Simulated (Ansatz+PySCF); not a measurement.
quartet CoCl2: levels of theory in one basis

| atom | x (Å) | y (Å) | z (Å) |
| --- | --- | --- | --- |
| Co | 0.0000 | 0.0000 | 0.0000 |
| Cl | 0.0000 | 0.0000 | 2.0900 |
| Cl | 0.0000 | 0.0000 | -2.0900 |

Basis set: def2-SVP (spherical functions). Frozen core: 15 orbitals. Correlation on ROHF uses semicanonical orbitals with singles. Charge 0, multiplicity 4.

Computed with Ansatz (development build ahead of 0.2.0); each method stands on the lowest determinant of its kind that the runs found.

```
  method  E − E(ROHF) (eV)  <S²> of the determinant
    ROHF              0.00                     3.75
     UHF             -0.18                     3.76
ROHF-MP2            -14.82                        –
 UHF-MP2            -14.83                     3.76
```

Question: Is a single determinant a sound starting point here?

Answer: By this sign, yes. Unrestricted orbitals gain 0.18 eV and <S²> is 3.76 against 3.75 for a pure state.

Caution: other spin multiplicities were not run.
